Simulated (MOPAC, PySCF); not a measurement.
H3Al, SMILES `[AlH3]`, neutral singlet in the gas phase. 

Cartesian coordinates (Å):
```xyz
4

Al     0.0000     0.0000    -0.3348
H     -1.3437    -0.8311    -0.1986
H     -0.0573     1.5680    -0.5644
H      1.4010    -0.7370    -0.2412
```
Charge 0, multiplicity 1.

All levels are single points at this geometry (PBE0-D3(BJ)/def2-TZVP); Pople sets use spherical d functions. Orbital energies aren't observables, and empty levels follow the basis.

HF/6-31G* in PySCF gives gap (eV) = 12.61.

Q: Estimate the gap (eV) from each of these levels: PBE-D3(BJ)/def2-TZVP in PySCF; TPSSh-D3(BJ)/def2-TZVP in PySCF; B3LYP/6-31G* in PySCF; B3LYP/LANL2DZ in PySCF; M06-2X/6-31G* in PySCF; HF/STO-3G in PySCF; AM1 in MOPAC; PM7 in MOPAC.

A: 
```json
[
 {"level": "PBE-D3(BJ)/def2-TZVP in PySCF", "gap (eV)": "4.77"},
 {"level": "TPSSh-D3(BJ)/def2-TZVP in PySCF", "gap (eV)": "6.03"},
 {"level": "B3LYP/6-31G* in PySCF", "gap (eV)": "6.43"},
 {"level": "B3LYP/LANL2DZ in PySCF", "gap (eV)": "6.42"},
 {"level": "M06-2X/6-31G* in PySCF", "gap (eV)": "8.49"},
 {"level": "HF/STO-3G in PySCF", "gap (eV)": "17.98"},
 {"level": "AM1 in MOPAC", "gap (eV)": "9.80"},
 {"level": "PM7 in MOPAC", "gap (eV)": "9.90"}
]
```
